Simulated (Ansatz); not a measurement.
`NC(F)(F)O[SiH3]` + H₂ → `NC(F)O[SiH3]` + H–F  (hydrogenolysis of a C–F bond)

Gas-phase electronic energies from Ansatz, PBE0-D4/def2-TZVP geometries. CBS: MP2 limit from def2 TZ/QZ plus the TZ coupled-cluster correction, frozen cores. This one scheme is used for every species. DFT in def2-TZVPP. B3LYP here is the variant with VWN-RPA as its local correlation; programs differ in this. One conformer a species, not always the lowest.

**Question.** Is it downhill or uphill in electronic energy at CCSD(T)/CBS, and by how much? (Best estimate.)

**Answer.** Ansatz gave: Downhill: ΔE = -11.7 kcal/mol.

**Question.** What do these levels give: r2SCAN-D4, PBE0-D4, B3LYP-D4, ωB97X-V, B2PLYP, PBE, B3LYP, CCSD(T)/def2-TZVPP, MP2/def2-QZVPP, SCS-MP2/def2-QZVPP, HF/CBS(def2), MP2/CBS(def2)? (Best estimate.)

**Answer.** The calculation gave: r2SCAN-D4 -6.8, PBE0-D4 -9.6, B3LYP-D4 -9.6, ωB97X-V -7.8, B2PLYP -10.5, PBE -9.6, B3LYP -10.3, CCSD(T)/def2-TZVPP -10.4, MP2/def2-QZVPP -12.3, SCS-MP2/def2-QZVPP -12.1, HF/CBS(def2) -9.5, MP2/CBS(def2) -12.8 kcal/mol.

Largest T1 diagnostic among the species: 0.012.

In def2-TZVPP, CCSD(T) changes the Hartree–Fock value by −1.2 kcal/mol (the triples alone add +0.5 kcal/mol) and MP2 by −2.2 kcal/mol.
